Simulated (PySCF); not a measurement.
C2H8GeO3Si, singlet, at a GFN2-xTB geometry, with bond 11-5 at 1.8 times its length; CASSCF(4,6)/STO-3G (PySCF).

Input for PySCF:
```python
from pyscf import gto, scf, mcscf
import numpy

mol = gto.M(
    atom='''
Si   -2.03218699   -0.24705398   -0.04561654
O    -2.66925929   -1.67491154    0.40288073
O    -2.75295458    0.20564173   -1.43321717
O    -2.37847999    0.85912184    1.09488593
C    -0.16269570   -0.39760395   -0.27599799
C     0.74128905    0.41492208    0.26367403
Ge    2.66012002    0.25466425    0.01034817
H    -2.90085921   -2.30888042   -0.26861603
H    -2.72461222    1.12107312   -1.69390056
H    -2.33218614    0.60452512    2.01122682
H     0.49141242   -1.85179954   -1.40436210
H     0.39957740    1.23005998    0.89129977
H     3.38122648    0.06174370    1.30894398
H     3.24721029    1.48727209   -0.60579529
H     2.98971344   -0.90352881   -0.87525371
''',
    basis='sto-3g',
    verbose=4,
)

mf = scf.RHF(mol)
mf.kernel()
mc = mcscf.CASSCF(mf, 6, 4)
mc.kernel()
occ = numpy.linalg.eigvalsh(mc.fcisolver.make_rdm1(mc.ci, mc.ncas, mc.nelecas))[::-1]
ss = mc.fcisolver.spin_square(mc.ci, mc.ncas, mc.nelecas)[0]
print('natural occupations', occ.round(4), ' <S^2>', round(ss, 4))
```

What the program printed (banner, timings and long lists left out):

```
PySCF version 2.14.0

[INPUT] verbose = 4
[INPUT] num. atoms = 15
[INPUT] num. electrons = 90
[INPUT] charge = 0
[INPUT] spin (= nelec alpha-beta = 2S) = 0
[INPUT] symmetry False subgroup None
[INPUT] Mole.unit = angstrom
[INPUT] Symbol           X                Y                Z      unit          X                Y                Z       unit  Magmom
[...]
nuclear repulsion = 589.266328176047
number of shells = 36
number of NR pGTOs = 180
number of NR cGTOs = 60
basis = sto-3g
ecp = {}

******** <class 'pyscf.scf.hf.RHF'> ********
method = RHF
initial guess = minao
damping factor = 0
level_shift factor = 0
DIIS = <class 'pyscf.scf.diis.CDIIS'>
diis_start_cycle = 1
diis_space = 8
diis_damp = 0
SCF conv_tol = 1e-09
SCF conv_tol_grad = None
SCF max_cycles = 50
direct_scf = True
direct_scf_tol = 1e-13
Set gradient conv threshold to 3.16228e-05
Initial guess from minao.
init E= -2636.24709963939
[...]
cycle= 1 E= -2637.96472736098  delta_E= -1.72  |g|= 0.755  |ddm|= 4.72
[...]
cycle= 2 E= -2638.16731322371  delta_E= -0.203  |g|=  0.2  |ddm|= 1.32
[...]
cycle= 3 E= -2638.17882590758  delta_E= -0.0115  |g|= 0.0917  |ddm|= 0.361
[...]
cycle= 4 E= -2638.18168700135  delta_E= -0.00286  |g|= 0.024  |ddm|= 0.134
[...]
cycle= 5 E= -2638.18195357918  delta_E= -0.000267  |g|= 0.00394  |ddm|= 0.0457
[...]
cycle= 6 E= -2638.18196921552  delta_E= -1.56e-05  |g|= 0.00175  |ddm|= 0.0114
[...]
cycle= 7 E= -2638.18197185033  delta_E= -2.63e-06  |g|= 0.000558  |ddm|= 0.00522
[...]
cycle= 8 E= -2638.18197208043  delta_E= -2.3e-07  |g|= 0.000156  |ddm|= 0.00148
[...]
cycle= 9 E= -2638.18197209557  delta_E= -1.51e-08  |g|= 2.05e-05  |ddm|= 0.000456
[...]
cycle= 10 E= -2638.18197209582  delta_E= -2.51e-10  |g|= 5.31e-06  |ddm|= 5.06e-05
[...]
Extra cycle  E= -2638.18197209585  delta_E= -2.14e-11  |g|= 2.16e-06  |ddm|= 1.14e-05
converged SCF energy = -2638.18197209585

******** <class 'pyscf.mcscf.mc1step.CASSCF'> ********
CAS (2e+2e, 6o), ncore = 43, nvir = 11
max_cycle_macro = 50
max_cycle_micro = 4
conv_tol = 1e-07
conv_tol_grad = None
orbital rotation max_stepsize = 0.02
orbital rotation threshold for CI restart = 0.01
augmented hessian ah_max_cycle = 30
augmented hessian ah_conv_tol = 1e-12
augmented hessian ah_linear dependence = 1e-14
augmented hessian ah_level shift = 1e-08
augmented hessian ah_start_tol = 2.5
augmented hessian ah_start_cycle = 3
augmented hessian ah_grad_trust_region = 3
kf_trust_region = 3
kf_interval = 4
ci_response_space = 4
ci_grad_trust_region = 3
with_dep4 0
natorb = False
canonicalization = True
sorting_mo_energy = False
ao2mo_level = 2
internal_rotation = False
******** <class 'pyscf.fci.direct_spin1.FCISolver'> ********
max. cycles = 50
conv_tol = 1e-08
davidson only = False
linear dependence = 1e-12
level shift = 0.001
max iter space = 12
nroots = 1
pspace_size = 400
spin = None
CASCI E = -2638.24896447961  S^2 = 0.0000000
Set conv_tol_grad to 0.000316228
macro iter   1 ( 21 JK    4 micro), CASSCF E = -2638.30445839998  dE = -5.54939204e-02  S^2 = 0.0000000
               |grad[o]|=0.0737  |grad[c]|=0.0644  |ddm|=0.115  |maxRot[o]|= 0.31
macro iter   2 ( 21 JK    4 micro), CASSCF E = -2638.30912630450  dE = -4.66790452e-03  S^2 = 0.0000000
               |grad[o]|=0.0313  |grad[c]|=0.00849  |ddm|=0.0101  |maxRot[o]|= 0.29
macro iter   3 ( 21 JK    4 micro), CASSCF E = -2638.30983405557  dE = -7.07751072e-04  S^2 = 0.0000000
               |grad[o]|=0.00894  |grad[c]|=0.00274  |ddm|=0.00237  |maxRot[o]|=0.311
macro iter   4 ( 21 JK    4 micro), CASSCF E = -2638.31031679041  dE = -4.82734836e-04  S^2 = 0.0000000
               |grad[o]|=0.00532  |grad[c]|=0.00199  |ddm|=0.00292  |maxRot[o]|= 0.29
macro iter   5 ( 21 JK    4 micro), CASSCF E = -2638.31040675343  dE = -8.99630245e-05  S^2 = 0.0000000
               |grad[o]|=0.00203  |grad[c]|=0.000816  |ddm|=0.00177  |maxRot[o]|=0.311
macro iter   6 (  9 JK    2 micro), CASSCF E = -2638.31040790832  dE = -1.15488547e-06  S^2 = 0.0000000
               |grad[o]|=0.000235  |grad[c]|=0.000258  |ddm|=0.000297  |maxRot[o]|=0.0555
macro iter   7 (  7 JK    1 micro), CASSCF E = -2638.31040795877  dE = -5.04519448e-08  S^2 = 0.0000000
               |grad[o]|=5.21e-05  |grad[c]|=0.000128  |ddm|=6.21e-05  |maxRot[o]|=0.00762
1-step CASSCF converged in   7 macro (121 JK  23 micro) steps
CASSCF canonicalization
Density matrix diagonal elements [1.87842346e+00 1.72714567e+00 2.69351332e-01 1.20895845e-01
 1.07156103e-03 3.11213273e-03]
CASSCF energy = -2638.31040795877
CASCI E = -2638.31040795877  E(CI) = -3.64946721461592  S^2 = 0.0000000
natural occupations [1.8784e+00 1.7278e+00 2.7150e-01 1.2090e-01 1.1000e-03 3.0000e-04]  <S^2> 0.0
```
